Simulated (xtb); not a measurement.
C3H7 (SMILES C[CH]C), doublet, from a rough starting geometry; xtb with GFN2-xTB.

xtb was given this input:
```
$ xtb mol.xyz --gfn 2 --uhf 1 --opt vtight --json

# file mol.xyz
10

C      1.31884754     0.21924936     0.16230511
C     -0.01900106    -0.36499636    -0.41705607
C     -1.33437063     0.00591826     0.02878541
H      2.09273069    -0.58310083     0.42545822
H      1.04314598     0.74897751     1.02577625
H      1.81652233     0.80851136    -0.58891196
H      0.13103644    -1.05819177    -1.21841933
H     -1.85458367    -0.86969311     0.32787853
H     -1.89554135     0.44783533    -0.66422996
H     -1.23909900     0.72541084     0.93661333
```

It wrote (shortened):

```
   ID    Z sym.   atoms
    1    6 C      1-3
    2    1 H      4-10

           -------------------------------------------------
          |                Calculation Setup                |
           -------------------------------------------------

           -------------------------------------------------
          |                 G F N 2 - x T B                 |
           -------------------------------------------------

          ...................................................
          :                      SETUP                      :
          :.................................................:
          :  # basis functions                  19          :
          :  # atomic orbitals                  19          :
          :  # shells                           13          :
          :  # electrons                        19          :
          :  max. iterations                   250          :
          :  Hamiltonian                  GFN2-xTB          :
          :  restarted?                      false          :
          :  GBSA solvation                  false          :
          :  PC potential                    false          :
          :  electronic temp.          300.0000000     K    :
          :  accuracy                    1.0000000          :
          :  -> integral cutoff          0.2500000E+02      :
          :  -> integral neglect         0.1000000E-07      :
          :  -> SCF convergence          0.1000000E-05 Eh   :
          :  -> wf. convergence          0.1000000E-03 e    :
          :  Broyden damping             0.4000000          :
          :  net charge                          0          :
          :  unpaired electrons                  1          :
          ...................................................

 iter      E             dE          RMSdq      gap      omega  full diag
   1    -10.0400172 -0.100400E+02  0.251E+00    8.77       0.0  T
   2    -10.0597150 -0.196978E-01  0.122E+00    8.88       1.0  T
   3    -10.0601030 -0.388004E-03  0.591E-01    8.90       1.0  T
   4    -10.0601659 -0.629706E-04  0.786E-02    8.88       1.0  T
   5    -10.0601663 -0.382983E-06  0.330E-02    8.89       1.0  T
   6    -10.0601667 -0.431605E-06  0.334E-03    8.89       9.5  T
   7    -10.0601668 -0.275475E-07  0.155E-03    8.89      20.4  T
   8    -10.0601668 -0.142882E-08  0.286E-04    8.89     110.7  T
   9    -10.0601668 -0.815099E-10  0.116E-04    8.89     273.7  T

   *** convergence criteria satisfied after 9 iterations ***

         :::::::::::::::::::::::::::::::::::::::::::::::::::::
         ::                     SUMMARY                     ::
         :::::::::::::::::::::::::::::::::::::::::::::::::::::
         :: total energy              -9.887770254689 Eh    ::
         :: gradient norm              0.162668409937 Eh/a0 ::
         :: HOMO-LUMO gap              8.887166880605 eV    ::
         ::.................................................::
         :: SCC energy               -10.060165752643 Eh    ::
         :: -> isotropic ES            0.003365273834 Eh    ::
         :: -> anisotropic ES          0.003658164281 Eh    ::
         :: -> anisotropic XC          0.007133158571 Eh    ::
         :: -> dispersion             -0.003458558180 Eh    ::
         :: repulsion energy           0.172395497954 Eh    ::
         :: add. restraining           0.000000000000 Eh    ::
         :: total charge              -0.000000000000 e     ::
         :::::::::::::::::::::::::::::::::::::::::::::::::::::

      -----------------------------------------------------------
     |                   =====================                   |
     |                        A N C O P T                        |
     |                   =====================                   |
     |               Approximate Normal Coordinate               |
     |                Rational Function Optimizer                |
      -----------------------------------------------------------
      -----------------------------------------------------------
     |                   =====================                   |
     |                        A N C O P T                        |
     |                   =====================                   |
     |               Approximate Normal Coordinate               |
     |                Rational Function Optimizer                |
      -----------------------------------------------------------

          ...................................................
          :                      SETUP                      :
          :.................................................:
          :   optimization level         verytight          :
          :   max. optcycles                   200          :
          :   ANC micro-cycles                  20          :
          :   degrees of freedom                24          :
          :.................................................:
          :   RF solver                   davidson          :
          :   write xtbopt.log                true          :
          :   linear?                        false          :
          :   energy convergence         0.1000000E-06 Eh   :
          :   grad. convergence          0.2000000E-03 Eh/α :
          :   maxmium RF displ.          1.0000000          :
          :   Hlow (freq-cutoff)         0.1000000E-01      :
          :   Hmax (freq-cutoff)         5.0000000          :
          :   S6 in model hess.         20.0000000          :
          ...................................................

generating ANC from exact Hessian ...
Using Lindh-Hessian (1995)
 Shifting diagonal of input Hessian by    3.2211634462630482E-003
 Lowest  eigenvalues of input Hessian
    0.000000    0.000000    0.000000    0.000000    0.000000    0.000000
    0.010000    0.013333    0.019229    0.035405    0.047366    0.065341
    0.066789    0.077757    0.104656    0.115182    0.125732    0.141237
[...]
 * total energy  :    -9.9079389 Eh     change       -0.1369155E-04 Eh
 * total energy  :    -9.9079420 Eh     change       -0.3074399E-05 Eh
 * total energy  :    -9.9079424 Eh     change       -0.3830448E-06 Eh
 * total energy  :    -9.9079428 Eh     change       -0.4397171E-06 Eh
 * total energy  :    -9.9079434 Eh     change       -0.5817213E-06 Eh
 * total energy  :    -9.9079439 Eh     change       -0.5381256E-06 Eh
 * total energy  :    -9.9079444 Eh     change       -0.4860273E-06 Eh
 * total energy  :    -9.9079448 Eh     change       -0.4156715E-06 Eh
 * total energy  :    -9.9079452 Eh     change       -0.3567464E-06 Eh
 * total energy  :    -9.9079455 Eh     change       -0.3380143E-06 Eh
 * total energy  :    -9.9079458 Eh     change       -0.3013424E-06 Eh
 * total energy  :    -9.9079460 Eh     change       -0.1388298E-06 Eh
 * total energy  :    -9.9079460 Eh     change       -0.1571746E-07 Eh
   *** GEOMETRY OPTIMIZATION CONVERGED AFTER 33 ITERATIONS ***
[...]

 iter      E             dE          RMSdq      gap      omega  full diag
   1    -10.0637236 -0.100637E+02  0.959E-06   11.01       0.0  T
   2    -10.0637236 -0.390799E-13  0.546E-06   11.01    5796.6  T
   3    -10.0637236  0.532907E-14  0.144E-06   11.01   21923.8  T

   *** convergence criteria satisfied after 3 iterations ***

         :::::::::::::::::::::::::::::::::::::::::::::::::::::
         ::                     SUMMARY                     ::
         :::::::::::::::::::::::::::::::::::::::::::::::::::::
         :: total energy              -9.907945985212 Eh    ::
         :: gradient norm              0.000034641610 Eh/a0 ::
         :: HOMO-LUMO gap             11.014705457355 eV    ::
         ::.................................................::
         :: SCC energy               -10.063722528487 Eh    ::
         :: -> isotropic ES            0.002970474421 Eh    ::
         :: -> anisotropic ES          0.003814384165 Eh    ::
         :: -> anisotropic XC          0.007246138453 Eh    ::
         :: -> dispersion             -0.003488160060 Eh    ::
         :: repulsion energy           0.155776543275 Eh    ::
         :: add. restraining           0.000000000000 Eh    ::
         :: total charge               0.000000000000 e     ::
         :::::::::::::::::::::::::::::::::::::::::::::::::::::

           -------------------------------------------------
          |                Property Printout                |
           -------------------------------------------------

    * Orbital Energies and Occupations

         #    Occupation            Energy/Eh            Energy/eV
      -------------------------------------------------------------
         1        2.0000           -0.6061541             -16.4943
         2        2.0000           -0.5856760             -15.9371
         3        2.0000           -0.5406331             -14.7114
         4        2.0000           -0.4986872             -13.5700
         5        2.0000           -0.4852826             -13.2052
         6        2.0000           -0.4738987             -12.8954
         7        2.0000           -0.4616429             -12.5619
         8        2.0000           -0.4406972             -11.9920
         9        2.0000           -0.4305143             -11.7149
        10        1.0000           -0.2853833              -7.7657 (HOMO)
        11                          0.1193997               3.2490 (LUMO)
        12                          0.1500308               4.0825
        13                          0.1797083               4.8901
        14                          0.1858499               5.0572
        15                          0.1978285               5.3832
        16                          0.2104303               5.7261
        17                          0.2220652               6.0427
        18                          0.3224205               8.7735
        19                          0.3652256               9.9383
      -------------------------------------------------------------
                  HL-Gap            0.4047830 Eh           11.0147 eV
             Fermi-level           -0.2204703 Eh           -5.9993 eV

     #   Z          covCN         q      C6AA      α(0)
     1   6 C        3.751    -0.096    22.388     6.748
     2   6 C        2.882    -0.072    29.798     8.949
     3   6 C        3.751    -0.096    22.388     6.748
     4   1 H        0.924     0.039     2.461     2.453
     5   1 H        0.925     0.039     2.458     2.452
     6   1 H        0.923     0.044     2.396     2.421
     7   1 H        0.926     0.019     2.751     2.594
     8   1 H        0.924     0.039     2.461     2.453
     9   1 H        0.923     0.044     2.396     2.421
    10   1 H        0.925     0.039     2.458     2.452

 Mol. C6AA /au·bohr⁶  :        671.386536
 Mol. C8AA /au·bohr⁸  :      14020.743328
 Mol. α(0) /au        :         39.690024

Wiberg/Mayer (AO) data.
largest (>0.10) Wiberg bond orders for each atom

 ---------------------------------------------------------------------------
     #   Z sym  total        # sym  WBO       # sym  WBO       # sym  WBO
 ---------------------------------------------------------------------------
     1   6 C    3.998 --     2 C    1.087     5 H    0.979     4 H    0.973
                             6 H    0.941
     2   6 C    3.281 --     3 C    1.087     1 C    1.087     7 H    0.977
     3   6 C    3.998 --     2 C    1.087    10 H    0.979     8 H    0.973
                             9 H    0.941
     4   1 H    0.998 --     1 C    0.973
     5   1 H    0.998 --     1 C    0.979
     6   1 H    0.995 --     1 C    0.941
     7   1 H    1.000 --     2 C    0.977
     8   1 H    0.998 --     3 C    0.973
     9   1 H    0.995 --     3 C    0.941
    10   1 H    0.998 --     3 C    0.979
 ---------------------------------------------------------------------------

Topologies differ in total number of bonds
Writing topology from bond orders to xtbtopo.mol

molecular dipole:
                 x           y           z       tot (Debye)
 q only:       -0.010       0.121       0.040
   full:       -0.013       0.173       0.001       0.440
molecular quadrupole (traceless):
                xx          xy          yy          xz          yz          zz
 q only:        0.811       0.095      -0.403       0.033       0.043      -0.407
  q+dip:        0.722       0.070      -0.347      -0.010       0.545      -0.375
   full:        0.778       0.089      -0.423       0.013       0.262      -0.355

optimized geometry written to: xtbopt.xyz

           -------------------------------------------------
          | TOTAL ENERGY               -9.907945985212 Eh   |
          | GRADIENT NORM               0.000034641610 Eh/α |
          | HOMO-LUMO GAP              11.014705457355 eV   |
           -------------------------------------------------

normal termination of xtb
```
